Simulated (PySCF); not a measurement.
## A search over the determinants of HgB⁺

Unrestricted PBE0; PySCF, scalar-relativistic core potentials, basis sets Hg def2-SVP with ECP60, B def2-SVP. Outer shells of the fragments: Hg 5d10 6s2; B+ 2s2.

Followed along the bond (rough minima from three points):

| 2Ms+1 | unpaired | ⟨S²⟩ at the start | R at minimum (Å) | Te (eV) |
| --- | --- | --- | --- | --- |
| 1 | none | 0.00 | 2.37 | 0.00 |
| 3 | σ ↑, π ↑ | 2.01 | none in the scan | ≤ 1.57 |

Solutions found at the starting distance of 2.290 Å, counted from the lowest of them; the search is not exhaustive and high or unbound solutions are not listed, so other states can lie among these:

| 2Ms+1 | unpaired | term | E (eV) | ⟨S²⟩ | ⟨Lz²⟩ | μ (D) |
| --- | --- | --- | --- | --- | --- | --- |
| 1 | none | ¹Σ⁺ | 0.00 | 0.00 | 0.00 | 3.31 |
| 3 | σ ↑, π ↑ | ³Π | 1.64 | 2.01 | 1.00 | 1.97 |
| 1 | σ ↓, π ↑ | mixed | 2.24 | 1.03 | 1.00 | 1.50 |
| 3 | σ ↑↑ | ³Σ⁺ | 2.46 | 2.00 | 0.00 | 4.88 |
| 3 | π ↑↑ | ³Σ⁻ | 4.86 | 2.28 | 0.00 | 0.39 |
| 1 | π ↑↓ | mixed | 5.58 | 1.00 | 2.01 | 0.34 |

A term symbol is given only where ⟨S²⟩ and ⟨Lz²⟩ are close to those of a pure state; real π, δ and φ orbitals otherwise mix terms. A positive dipole points towards B; it is taken about the centre of mass and depends on that origin.

Spin–orbit coupling is left out. Counting both spins, an empty level lies below a filled one in some of these solutions, because spin and occupation are held.
